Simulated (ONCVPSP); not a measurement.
# technetium (Tc): variants of one ONCV potential

Base potential:

| Item | Value |
| --- | --- |
| Element | technetium |
| Generator | ONCVPSP 4.0.1 |
| Type | optimised norm-conserving Vanderbilt (ONCV) |
| Functional | PBE |
| Relativity | scalar-relativistic |
| Frozen core | [Ar] 3d10 |
| Valence charge | 15 |
| Reference configuration | 4s2 4p6 4d6 5s1 |
| Partial waves | 4s+5s: rc 1.45 bohr, ncon 4, nbas 8, qcut 7.2 1/bohr, 2 projectors; 4p: rc 1.25 bohr, ncon 4, nbas 8, qcut 5.4 1/bohr, 2 projectors, debl 2.9 Ha; 4d: rc 2.20 bohr, ncon 4, nbas 8, qcut 7.3 1/bohr, 2 projectors, debl 1.3 Ha |
| Local potential | polynomial inside 0.80 bohr (lpopt 2, dvloc0 -1 Ha) |
| Core correction | Teter function, fcfact 3.75, rcfact 1.55 |

All-electron outer shells of the reference configuration (PBE, scalar-relativistic, ld1.x):

```json
{"shell": "3d", "level (eV)": "-246.58", "outermost node (bohr)": "–", "outermost maximum (bohr)": "0.31"}
{"shell": "4s", "level (eV)": "-70.33", "outermost node (bohr)": "0.50", "outermost maximum (bohr)": "0.95"}
{"shell": "4p", "level (eV)": "-42.44", "outermost node (bohr)": "0.51", "outermost maximum (bohr)": "1.03"}
{"shell": "4d", "level (eV)": "-4.47", "outermost node (bohr)": "0.50", "outermost maximum (bohr)": "1.29"}
{"shell": "5s", "level (eV)": "-4.17", "outermost node (bohr)": "1.29", "outermost maximum (bohr)": "2.83"}
```

Cutoffs, loose and tight: the cutoffs (Ha) at which the residual kinetic energy of the hardest occupied pseudo-wave falls to 1 and 0.1 mHa per electron. They do not see the model core or the augmentation charge, which bear on the density cutoff. Test errors are all-electron minus pseudo excitation energies from the reference, over the configurations 4s2 4p6 4d5 5s2; 4s2 4p6 4d5 5s1; 4s2 4p6 4d5 5s0; 4s1 4p6 4d5 5s2. A dash means not determined; rows that change the core or the reference have their own tests.

```csv
change,outcome,"cutoff, loose","cutoff, tight",bound ghosts,GHOST(+) flags above zero,largest test error (meV)
base,generated,106 Ha,132 Ha,none,s,-91
s: qcut 4.9; p: qcut 3.7; d: qcut 4.9,generated,72 Ha,126 Ha,none,"s, d",-241
s: qcut 5.7; p: qcut 4.2; d: qcut 5.7,generated,78 Ha,130 Ha,none,s,-174
s: qcut 7.9; p: qcut 5.9; d: qcut 8,generated,100 Ha,131 Ha,none,s,-69
s: qcut 9.3; p: qcut 7; d: qcut 9.5,generated,42 Ha,123 Ha,none,s,-52
s: qcut 10.5; p: qcut 7.9; d: qcut 10.7,"failed: ERROR pspot: first pseudo wave function has node, program will stop",–,–,–,–,–
```
